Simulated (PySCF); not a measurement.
SMILES CC(C)(C)/C=C\B(O)O (GFN2-xTB optimised geometry):

```
22

C      0.746    -1.324     1.237
C      1.242    -0.569     0.000
C      2.774    -0.569     0.000
C      0.733    -1.268    -1.268
C      0.745     0.857     0.000
C     -0.498     1.267     0.225
B     -1.800     0.440     0.563
O     -2.338    -0.410    -0.340
O     -2.480     0.610     1.736
H     -0.339    -1.367     1.248
H      1.132    -2.341     1.237
H      1.082    -0.827     2.145
H      3.158    -0.071     0.888
H      3.158    -0.054    -0.878
H      3.154    -1.589    -0.010
H      1.104    -0.758    -2.154
H     -0.352    -1.249    -1.290
H      1.074    -2.301    -1.294
H      1.509     1.595    -0.221
H     -0.664     2.341     0.189
H     -3.158    -0.809    -0.046
H     -2.095     1.219     2.364
```

Calculation: PBE/def2-SVP run with PySCF.

Task: What are the frontier orbital energies and the dipole moment?

Result: HOMO-2 -7.27 eV, HOMO-1 -6.93 eV, HOMO -5.98 eV, LUMO -0.84 eV, LUMO+1 0.62 eV; dipole moment 1.39 D.

On the same geometry PBE0/def2-SVP (PySCF 2.14.0) gives HOMO-2 -8.84 eV, HOMO-1 -8.38 eV, HOMO -7.17 eV, LUMO 0.13 eV, LUMO+1 1.55 eV; dipole moment 1.38 D.

Meta-Löwdin charges at PBE/def2-SVP: C1 -0.30, C2 0.06, C3 -0.30, C4 -0.30, C5 -0.07, C6 -0.24, B7 0.35, O8 -0.45, O9 -0.47, H10 0.10, H11 0.10, H12 0.10, H13 0.09, H14 0.09, H15 0.10, H16 0.09, H17 0.11, H18 0.09, H19 0.09, H20 0.11, H21 0.32, H22 0.33.
